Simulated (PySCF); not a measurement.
# Electric field gradients and quadrupole coupling constants

Species: C5H7NO2.
Geometry (GFN2-xTB, Å), atoms numbered from 1 in this order:
```xyz
15
C5H7NO2 angstrom
N      2.165    0.517    0.081
C      1.462   -0.127   -0.864
O      1.768   -0.184   -2.032
C      0.183   -0.797   -0.317
C     -1.035   -0.232   -0.985
C     -1.810    0.338   -0.079
C     -1.199    0.185    1.279
O     -0.005   -0.561    1.074
H      1.859    0.454    1.039
H      3.041    0.953   -0.151
H      0.287   -1.877   -0.496
H     -1.167   -0.295   -2.047
H     -2.745    0.842   -0.228
H     -1.850   -0.366    1.971
H     -0.959    1.157    1.733
```

Field gradients from the B3LYP/pcJ-1 density (PySCF, non-relativistic), principal values in atomic units, ordered |Vxx| ≤ |Vyy| ≤ |Vzz|:

| atom | Vxx | Vyy | Vzz |
| --- | --- | --- | --- |
| N1 | 0.3805 | 0.5096 | -0.8901 |
| O3 | 0.7167 | 0.8075 | -1.5242 |
| O8 | -0.0172 | -1.9947 | 2.0120 |

Question: Find the asymmetry η = (Vxx − Vyy)/Vzz and the couplings χ = eQV/h (234.96 MHz × Q in barn × V in au), with Q(14N) = 0.02044 b, Q(17O) = −0.0256 b.

Answer: 
```tsv
atom	environment	nucleus	η	χzz (MHz)	χxx (MHz)	χyy (MHz)
N1	amide nitrogen	14N	0.15	-4.275	1.827	2.447
O3	amide oxygen	17O	0.06	9.17	-4.31	-4.86
O8	cyclic ether oxygen	17O	0.98	-12.10	0.10	12.00
```

At O8 η is above 0.9: Vyy and Vzz are nearly equal in size and opposite in sign, so a small change could swap them and flip the sign of χzz. 

Question: What is Vzz at O3 in SI units (1 au = 9.71736 × 10²¹ V/m²)?

Answer: -1.5242 au = -14.811 × 10²¹ V/m².

Question: And the gradient at the other heavy atoms, for which no coupling is worked out here?

Answer: 
| atom | environment | Vzz (au) | η |
| --- | --- | --- | --- |
| C2 | amide carbonyl carbon | 0.399 | 0.46 |
| C4 | sp3 carbon bound to oxygen | 0.387 | 0.16 |
| C5 | alkene CH carbon | 0.265 | 0.74 |
| C6 | alkene CH carbon | 0.250 | 0.66 |
| C7 | sp3 carbon bound to oxygen | 0.402 | 0.04 |

Were the hydrogens deuterons (Q(2H) = 0.00286 b), χzz would run from 183 kHz (H11) to 271 kHz (H10).

The structure is a single GFN2-xTB conformer in the gas phase; no vibrational or solvent corrections. GFN2-xTB bond lengths can be off by several hundredths of an ångström, more for odd bonds, and the gradients follow them. The basis is small and wasn't made for field gradients, so the couplings can be 20 % off.
